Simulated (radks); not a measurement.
Effect of the nuclear size on the neodymium ion Nd+, [Xe] 4f4 6s1. All-electron calculation, Dirac Kohn-Sham, LDA (Slater exchange, Perdew-Wang correlation), spin-unpolarised, spherical densities, finite nucleus; open shells fill j = l - 1/2 first; Fermi nuclear charge, rms radius 4.9123 fm. Program: a radial shooting solver on a logarithmic mesh with Libxc functionals. The rms radius is varied about that value; shifts are against it.

rms radius (fm)  total energy shift (eV)  density at nucleus (e/bohr^3)  1s1/2 shift (meV)  2s1/2 shift (meV)  5s1/2 shift (meV)  5p1/2 shift (meV)  6s1/2 shift (meV)  4f5/2 shift (meV)  6p1/2 (empty) shift (meV)
4.1509                             -3.71                       4.69e+05              -1540               -191              -1.45              0.141             -0.144              0.259                      0.045
4.6863                             -1.15                      4.565e+05               -478              -59.5             -0.451              0.044             -0.045              0.080                      0.014
4.9123                                 0                      4.518e+05              0.000              0.000              0.000              0.000              0.000              0.000                      0.000
5.2807                              1.97                      4.446e+05                817                102              0.770             -0.074              0.077             -0.137                     -0.024
5.8063                              4.97                      4.353e+05               2060                256               1.94             -0.188              0.193             -0.347                     -0.060

Slopes of the eigenvalues against <r^2> in GHz/fm^2, as finite differences over the two radii next to the reference (eigenvalue slopes, not the field-shift constants of lines): 1s1/2 52800, 2s1/2 6570, 5s1/2 49.8, 5p1/2 -4.82, 6s1/2 4.95, 4f5/2 -8.89, 6p1/2 (empty) -1.55.
